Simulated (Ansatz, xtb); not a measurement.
# A geometry optimisation of ClH3NOSi+ with r2SCAN-D4/def2-SVP

The starting geometry of this gas-phase triplet was built from a drawn formula by distance geometry and a force field; its bonds are those of `[NH3+]O[Si]Cl`.

```csv
atom,x (Å),y (Å),z (Å)
Cl,0.6827,-2.5404,-2.7542
N,0.1428,-0.4378,-0.7876
O,-0.5297,-0.0111,-1.9657
Si,-0.1890,-0.8209,-3.4187
H,1.0702,-0.0109,-0.6998
H,0.2341,-1.4935,-0.7241
H,-0.4530,-0.2108,0.0636
```

Problem. Predict what it relaxes into with r2SCAN-D4/def2-SVP.

Solution. It loosens into ClOSi + H3N, which stay close as a complex (formulas without charges). Contacts that open: N2–O3 (1.42 → 2.18 Å).

The energy falls by 1.96 eV over 18 steps:

```csv
step,E − E(last) (eV)
1,1.958
3,1.625
5,1.522
7,1.462
9,0.808
10,0.298
12,0.102
14,0.010
16,0.001
18,0.000
```

Final geometry (Å):

```xyz
7

Cl   -0.1811   -2.7236   -4.7014
N     0.2149   -0.0701   -0.1496
O    -0.1374   -1.3196   -1.8994
Si    0.4224   -1.3309   -3.3743
H     0.9228    0.6268   -0.3769
H     0.4847   -0.9050    0.3685
H    -0.7682    0.1972   -0.1536
```

From the same start GFN2-xTB reaches the same bonding as this run.

No frequencies were run, so the end isn't proven a minimum. Open shells are spin-unrestricted. The triplet needn't be the ground state. Run with Ansatz 0.2.0, 3.7 min on 1 thread of Intel(R) Xeon(R) Processor @ 2.50GHz (Skylake/Cascade Lake), with other jobs on the host.
